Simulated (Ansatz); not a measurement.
Harmonic frequencies (cm⁻¹) at PBE0-D4/def2-TZVP from Ansatz: 126, 211, 309, 415, 468, 494, 610, 725, 847, 2059, 2324, 3904.

Each molecule was computed in one conformer, which needn't be the lowest.

(1) Which molecule is it?
A. `N#C[O][GaH2]`
B. `[OH][GeH2][SH]`
C. `N#[C][GaH][OH]`
D. `OPS`

## Answers

(1) C.
